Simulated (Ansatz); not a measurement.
The same path of B2FH3O (7 atoms, charge 0, multiplicity 1) was run 3 times with different band settings.

The calculation used Ansatz, RKS PBE0-D4/6-31G*.

Relaxed end points:

```xyz
7
Properties=species:S:1:pos:R:3
B -0.734 0.974 -0.153
B 0.288 -0.379 -0.138
O 0.693 -0.932 1.030
F 0.717 -0.930 -1.287
H -1.929 0.867 -0.174
H -0.306 2.094 -0.157
H 1.271 -1.694 0.879
```

```xyz
7
Properties=species:S:1:pos:R:3
B -0.644 0.854 -0.103
B 0.371 -0.485 -0.356
O 0.946 -1.260 0.599
F 0.653 -0.840 -1.613
H -1.836 0.744 -0.019
H -0.215 1.970 -0.004
H 0.726 -0.984 1.496
```

Common settings: spring 5.0 eV/Å²; optimiser quadratic models (default); start path through a guess of the saddle point; iteration limit 60; end points relaxed.

| run | movable images | climbing image | force threshold |
| --- | --- | --- | --- |
| 1 | 7 | yes | 0.05 eV/Å |
| 2 | 7 | yes | 0.5 eV/Å |
| 3 | 4 | no | 0.05 eV/Å |

Problem. What does each run give, and how far can it be trusted?

Solution. Run 1: converged after 21 iterations, highest image 0.473 eV above the first end. A vibrational analysis at the climbing image gives one clearly imaginary mode, 614i cm⁻¹: a first-order saddle point.
Run 2: converged after 17 iterations, highest image 0.471 eV above the first end. The threshold of 0.5 eV/Å is loose, so the images may lie well off the minimum-energy path. Another band between the same ends (7 images) ends at a top of the same energy, where a vibrational analysis finds 1 clearly imaginary mode.
Run 3: converged after 22 iterations, highest image 0.435 eV above the first end. No image climbed, so the highest image needn't sit at the top of the path.
